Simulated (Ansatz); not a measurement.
Consider the formal exchange of groups at a C–In bond: `C[CH](C)[In]([NH2])[NH2]` + `[F][MgH]` → `C[CH](C)[Mg][F]` + `[NH2][InH][NH2]`.

Gas-phase electronic energies from Ansatz, PBE0-D4/def2-TZVP geometries. CBS: MP2 limit from def2 TZ/QZ plus the TZ coupled-cluster correction, frozen cores. Functionals use def2-TZVPP. def2 core potentials past Kr. For In, Mg outer-core shells are correlated without core-valence functions, which leaves a few kJ/mol of doubt a bond. Each species was taken in one conformer, which may not be the lowest.

```
         level  ΔE (eV)
     r2SCAN-D4     0.06
CCSD/CBS(def2)     0.10
```

Question: What does CCSD(T)/CBS give? (An estimate is asked.)

Answer: The calculation gave: +0.12 eV. The listed levels differ from it by -0.06, -0.02 eV.

Largest T1 diagnostic among the species: 0.015.

At CCSD(T), def2-SVP lies −0.07 eV from the extrapolated value and def2-TZVPP −0.02 eV. In def2-TZVPP, CCSD(T) changes the Hartree–Fock value by +0.06 eV (the triples alone add +0.01 eV) and MP2 by +0.09 eV. Leaving LDA and LC-ωPBE aside and taking each functional with its dispersion term where it has one, the values, not all of them listed here, spread over 0.10 eV, from B2PLYP to B97M-V.
